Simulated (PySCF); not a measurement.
Simulation results for FH2OSi2, H2O2Si2, BClFHO, BFH3OSi and others

All values are calculated (PySCF 2.14.0). Calculation on a computer-drawn molecule: the log of a Hartree-Fock and frozen-core CCSD(T) single point meant for a local Hartree-Fock minimum, with one planted fault or none, to be diagnosed. Offsets are logged minus clean, where the clean run is the same molecule without the fault. The reference is restricted for singlets and unrestricted otherwise, and also for a bond in bohr or an excited solution. Adding or removing an electron swaps singlet and doublet. The excited solution moves the top pair (singlet) or top alpha electron (doublet) to the lowest empty orbital. Highest occupied and lowest empty are orbital energies over both spins, largest force is the largest gradient component, triples share is (T) over the correlation energy, the T1 limit is 0.02 restricted and 0.045 unrestricted, electrons count all cores, a negative frequency is imaginary (commonest isotopes), and the dipole is about the centre of nuclear charge.

Common to all runs: logged SCF converged yes; possible faults no fault, one electron removed, one electron added, multiplicity raised by two, geometry at a saddle point, SCF held on an excited solution, minimal basis STO-3G, one bond length entered in bohr, all coordinates scaled.

(1) 
```xyz
6
formula=FH2OSi2 meant_charge=0 meant_multiplicity=2 meant_basis=cc-pV(D+d)Z logged_electrons=47 logged_basis_functions=84 logged_spin_squared=0.7732 logged_highest_occupied=-9.7665 logged_lowest_empty=-0.1708 logged_largest_force=0.036753 logged_T1_diagnostic=0.024361 logged_D1_diagnostic=0.095454 logged_triples_share=0.028963 logged_CC_converged=yes logged_dipole_magnitude=2.6729 logged_SCF_stable_within_its_kind=yes logged_energy_HF=-753.34195 logged_energy_CCSD(T)=-753.93091 planted_fault=all_coordinates_scaled,by_+2.3_% HF_energy_offset_from_clean_run=2.238 CCSD(T)_energy_offset_from_clean_run=-0.8971
O     -0.2652    -0.5660     0.1810
Si     0.1985    -0.1631    -1.2265
Si    -0.4857    -1.4215    -3.1464
F     -0.1985    -0.5553    -4.5323
H      1.1979     0.9321    -1.5237
H     -1.9332    -1.8448    -3.1453
```

Units: logged_highest_occupied, logged_lowest_empty in eV; logged_largest_force in hartree/bohr; logged_dipole_magnitude in debye; logged_energy_HF, logged_energy_CCSD(T) in hartree; HF_energy_offset_from_clean_run, CCSD(T)_energy_offset_from_clean_run in kcal/mol.

Drawn bonds:
```tsv
atom	other atom	order
1	2	2
2	3	1
3	4	1
2	5	1
3	6	1
```

(2) 
```xyz
6
formula=FH2OSi2 meant_charge=0 meant_multiplicity=2 meant_basis=cc-pV(D+d)Z logged_electrons=47 logged_basis_functions=84 logged_spin_squared=3.7739 logged_highest_occupied=-6.7007 logged_lowest_empty=-0.18877 logged_largest_force=0.17391 logged_T1_diagnostic=0.037649 logged_D1_diagnostic=0.2255 logged_triples_share=0.024044 logged_CC_converged=yes logged_dipole_magnitude=1.019 logged_SCF_stable_within_its_kind=yes logged_energy_HF=-753.24646 logged_energy_CCSD(T)=-753.78481 planted_fault=multiplicity_raised_by_two HF_energy_offset_from_clean_run=62.16 CCSD(T)_energy_offset_from_clean_run=90.79
O     -0.2592    -0.5533     0.1770
Si     0.1940    -0.1594    -1.1989
Si    -0.4747    -1.3895    -3.0756
F     -0.1940    -0.5428    -4.4304
H      1.1710     0.9111    -1.4894
H     -1.8897    -1.8033    -3.0746
```

Units: logged_highest_occupied, logged_lowest_empty in eV; logged_largest_force in hartree/bohr; logged_dipole_magnitude in debye; logged_energy_HF, logged_energy_CCSD(T) in hartree; HF_energy_offset_from_clean_run, CCSD(T)_energy_offset_from_clean_run in kcal/mol.

Drawn bonds:
```tsv
atom	other atom	order
1	2	2
2	3	1
3	4	1
2	5	1
3	6	1
```

(3) 
```xyz
6
formula=FH2OSi2 meant_charge=0 meant_multiplicity=2 meant_basis=cc-pV(D+d)Z logged_electrons=47 logged_basis_functions=84 logged_spin_squared=0.9645 logged_highest_occupied=-5.3002 logged_lowest_empty=-2.5842 logged_largest_force=0.076856 logged_dipole_magnitude=5.1109 logged_SCF_stable_within_its_kind=no logged_energy_HF=-753.19253 planted_fault=SCF_held_on_an_excited_solution HF_energy_offset_from_clean_run=96
O     -0.2592    -0.5533     0.1770
Si     0.1940    -0.1594    -1.1989
Si    -0.4747    -1.3895    -3.0756
F     -0.1940    -0.5428    -4.4304
H      1.1710     0.9111    -1.4894
H     -1.8897    -1.8033    -3.0746
```

Units: logged_highest_occupied, logged_lowest_empty in eV; logged_largest_force in hartree/bohr; logged_dipole_magnitude in debye; logged_energy_HF in hartree; HF_energy_offset_from_clean_run in kcal/mol.

Drawn bonds:
```tsv
atom	other atom	order
1	2	2
2	3	1
3	4	1
2	5	1
3	6	1
```

Notes: coupled-cluster numbers left out as unreliable.

(4) 
```xyz
6
formula=H2O2Si2 meant_charge=0 meant_multiplicity=1 meant_basis=cc-pV(D+d)Z logged_electrons=47 logged_basis_functions=84 logged_spin_squared=0.7689 logged_highest_occupied=-1.4634 logged_lowest_empty=6.2838 logged_largest_force=0.04413 logged_T1_diagnostic=0.022732 logged_D1_diagnostic=0.090699 logged_triples_share=0.030626 logged_CC_converged=yes logged_dipole_magnitude=4.0186 logged_SCF_stable_within_its_kind=yes logged_energy_HF=-728.77445 logged_energy_CCSD(T)=-729.36912 planted_fault=one_electron_added HF_energy_offset_from_clean_run=-19.37 CCSD(T)_energy_offset_from_clean_run=-20.31
O     -0.0647    -1.4981    -1.0241
Si     0.8796    -0.6009    -0.2715
Si     0.2340     1.3243     1.1549
O      1.7671     1.7468     1.5861
H      2.3653    -0.8139    -0.3296
H      2.5577     1.3061     1.3050
```

Units: logged_highest_occupied, logged_lowest_empty in eV; logged_largest_force in hartree/bohr; logged_dipole_magnitude in debye; logged_energy_HF, logged_energy_CCSD(T) in hartree; HF_energy_offset_from_clean_run, CCSD(T)_energy_offset_from_clean_run in kcal/mol.

Drawn bonds:
```tsv
atom	other atom	order
1	2	2
2	3	1
3	4	1
2	5	1
4	6	1
```

(5) 
```xyz
5
formula=BClFHO meant_charge=0 meant_multiplicity=1 meant_basis=cc-pV(D+d)Z logged_electrons=40 logged_basis_functions=70 logged_spin_squared=2.0159 logged_highest_occupied=-3.9837 logged_lowest_empty=-3.1181 logged_largest_force=0.067909 logged_T1_diagnostic=0.043559 logged_D1_diagnostic=0.29316 logged_triples_share=0.021934 logged_CC_converged=yes logged_dipole_magnitude=3.014 logged_SCF_stable_within_its_kind=yes logged_energy_HF=-658.93875 logged_energy_CCSD(T)=-659.5496 planted_fault=multiplicity_raised_by_two HF_energy_offset_from_clean_run=196 CCSD(T)_energy_offset_from_clean_run=203.6
O      0.9307    -2.6687    -0.7060
B      1.6270    -2.2378     0.3451
F      1.7049    -2.9566     1.4575
Cl     2.4650    -0.6967     0.2834
H      0.5184    -3.5108    -0.5671
```

Units: logged_highest_occupied, logged_lowest_empty in eV; logged_largest_force in hartree/bohr; logged_dipole_magnitude in debye; logged_energy_HF, logged_energy_CCSD(T) in hartree; HF_energy_offset_from_clean_run, CCSD(T)_energy_offset_from_clean_run in kcal/mol.

Drawn bonds:
```tsv
atom	other atom	order
1	2	1
2	3	1
2	4	1
1	5	1
```

(6) 
```xyz
7
formula=BFH3OSi meant_charge=-1 meant_multiplicity=1 meant_basis=aug-cc-pV(D+d)Z logged_electrons=40 logged_basis_functions=128 logged_spin_squared=0 logged_highest_occupied=-1.9734 logged_lowest_empty=3.8931 logged_largest_force=0.037 logged_T1_diagnostic=0.016746 logged_D1_diagnostic=0.052616 logged_triples_share=0.02958 logged_CC_converged=yes logged_dipole_magnitude=4.8669 logged_SCF_stable_within_its_kind=yes logged_energy_HF=-489.77774 logged_energy_CCSD(T)=-490.4317 planted_fault=all_coordinates_scaled,by_-3.4_% HF_energy_offset_from_clean_run=5.027 CCSD(T)_energy_offset_from_clean_run=8.215
O     -0.7264    -0.5627    -1.7090
B     -0.1458    -0.1567    -2.8368
F     -0.8324    -0.5874    -3.8828
Si     1.3973     1.0728    -2.9582
H     -0.2287    -0.2983    -0.9948
H      2.0669     0.6620    -1.6970
H      2.2403     0.3326    -3.9137
```

Units: logged_highest_occupied, logged_lowest_empty in eV; logged_largest_force in hartree/bohr; logged_dipole_magnitude in debye; logged_energy_HF, logged_energy_CCSD(T) in hartree; HF_energy_offset_from_clean_run, CCSD(T)_energy_offset_from_clean_run in kcal/mol.

Drawn bonds:
```tsv
atom	other atom	order
1	2	1
2	3	1
2	4	1
1	5	1
4	6	1
4	7	1
```

(7) 
```xyz
8
formula=BH4O2Si meant_charge=1 meant_multiplicity=1 meant_basis=cc-pV(D+d)Z logged_electrons=38 logged_basis_functions=85 logged_spin_squared=0 logged_highest_occupied=-17.629 logged_lowest_empty=-6.0592 logged_largest_force=7.778e-06 logged_lowest_frequency=23.915 logged_T1_diagnostic=0.015787 logged_D1_diagnostic=0.058888 logged_triples_share=0.02469 logged_CC_converged=yes logged_dipole_magnitude=4.1534 logged_SCF_stable_within_its_kind=yes logged_energy_HF=-465.49456 logged_energy_CCSD(T)=-466.07054 planted_fault=no_fault HF_energy_offset_from_clean_run=0 CCSD(T)_energy_offset_from_clean_run=0
O     -1.1190     2.8677    -0.9642
B     -0.5414     2.4576     0.1578
O      0.6266     2.8653     0.6331
Si    -1.8007     1.0470     1.0511
H     -0.6447     3.5181    -1.4751
H      0.9750     2.5239     1.4434
H     -1.5301     0.3213     2.2995
H     -3.0843     0.6961     0.4365
```

Units: logged_highest_occupied, logged_lowest_empty in eV; logged_largest_force in hartree/bohr; logged_lowest_frequency in cm⁻¹; logged_dipole_magnitude in debye; logged_energy_HF, logged_energy_CCSD(T) in hartree; HF_energy_offset_from_clean_run, CCSD(T)_energy_offset_from_clean_run in kcal/mol.

Drawn bonds:
```tsv
atom	other atom	order
1	2	1
2	3	1
2	4	1
1	5	1
3	6	1
4	7	1
4	8	1
```

(8) 
```xyz
8
formula=BH4O2Si meant_charge=1 meant_multiplicity=1 meant_basis=cc-pV(D+d)Z logged_electrons=38 logged_basis_functions=85 logged_spin_squared=2.009 logged_highest_occupied=-14.505 logged_lowest_empty=-8.3174 logged_largest_force=0.061926 logged_T1_diagnostic=0.02216 logged_D1_diagnostic=0.11136 logged_triples_share=0.027307 logged_CC_converged=yes logged_dipole_magnitude=2.0158 logged_SCF_stable_within_its_kind=yes logged_energy_HF=-465.38687 logged_energy_CCSD(T)=-465.95986 planted_fault=multiplicity_raised_by_two HF_energy_offset_from_clean_run=67.58 CCSD(T)_energy_offset_from_clean_run=69.45
O     -1.1190     2.8677    -0.9642
B     -0.5414     2.4576     0.1578
O      0.6266     2.8653     0.6331
Si    -1.8007     1.0470     1.0511
H     -0.6447     3.5181    -1.4751
H      0.9750     2.5239     1.4434
H     -1.5301     0.3213     2.2995
H     -3.0843     0.6961     0.4365
```

Units: logged_highest_occupied, logged_lowest_empty in eV; logged_largest_force in hartree/bohr; logged_dipole_magnitude in debye; logged_energy_HF, logged_energy_CCSD(T) in hartree; HF_energy_offset_from_clean_run, CCSD(T)_energy_offset_from_clean_run in kcal/mol.

Drawn bonds:
```tsv
atom	other atom	order
1	2	1
2	3	1
2	4	1
1	5	1
3	6	1
4	7	1
4	8	1
```

(9) 
```xyz
7
formula=BClH3OSi meant_charge=0 meant_multiplicity=2 meant_basis=cc-pV(D+d)Z logged_electrons=46 logged_basis_functions=89 logged_spin_squared=0 logged_highest_occupied=-16.798 logged_lowest_empty=-7.3232 logged_largest_force=0.05845 logged_T1_diagnostic=0.019002 logged_D1_diagnostic=0.071405 logged_triples_share=0.028793 logged_CC_converged=yes logged_dipole_magnitude=8.8319 logged_SCF_stable_within_its_kind=yes logged_energy_HF=-849.49638 logged_energy_CCSD(T)=-850.03811 planted_fault=one_electron_removed HF_energy_offset_from_clean_run=188.1 CCSD(T)_energy_offset_from_clean_run=190.9
O     -0.5889    -0.5938    -0.9631
B     -1.8408    -0.3645    -0.5404
Si    -2.3535     0.8732     0.9821
Cl    -3.1225    -1.2995    -1.3505
H      0.0762    -0.0815    -0.5273
H     -3.7087     1.4550     0.8987
H     -1.3416     1.9147     1.2908
```

Units: logged_highest_occupied, logged_lowest_empty in eV; logged_largest_force in hartree/bohr; logged_dipole_magnitude in debye; logged_energy_HF, logged_energy_CCSD(T) in hartree; HF_energy_offset_from_clean_run, CCSD(T)_energy_offset_from_clean_run in kcal/mol.

Drawn bonds:
```tsv
atom	other atom	order
1	2	1
2	3	1
2	4	1
1	5	1
3	6	1
3	7	1
```

(10) 
```xyz
9
formula=CH5BOSi meant_charge=0 meant_multiplicity=1 meant_basis=cc-pV(D+d)Z logged_electrons=38 logged_basis_functions=90 logged_spin_squared=0 logged_highest_occupied=-8.8611 logged_lowest_empty=3.9173 logged_largest_force=0.016219 logged_T1_diagnostic=0.013332 logged_D1_diagnostic=0.041476 logged_triples_share=0.028635 logged_CC_converged=yes logged_dipole_magnitude=3.3943 logged_SCF_stable_within_its_kind=yes logged_energy_HF=-429.27597 logged_energy_CCSD(T)=-429.82786 planted_fault=all_coordinates_scaled,by_-1.5_% HF_energy_offset_from_clean_run=1.374 CCSD(T)_energy_offset_from_clean_run=3.091
O      0.3086     0.2922    -1.4062
B      0.0617    -0.2069    -0.2428
C     -0.1828    -0.7090     1.0051
Si     0.8516    -0.2677     2.4299
H      0.8994    -0.1995    -1.9372
H     -1.0113    -1.3726     1.1416
H      1.4869    -1.4365     3.0406
H      0.0980     0.3999     3.4912
H      1.9147     0.6390     1.9907
```

Units: logged_highest_occupied, logged_lowest_empty in eV; logged_largest_force in hartree/bohr; logged_dipole_magnitude in debye; logged_energy_HF, logged_energy_CCSD(T) in hartree; HF_energy_offset_from_clean_run, CCSD(T)_energy_offset_from_clean_run in kcal/mol.

Drawn bonds:
```tsv
atom	other atom	order
1	2	1
2	3	2
3	4	1
1	5	1
3	6	1
4	7	1
4	8	1
4	9	1
```
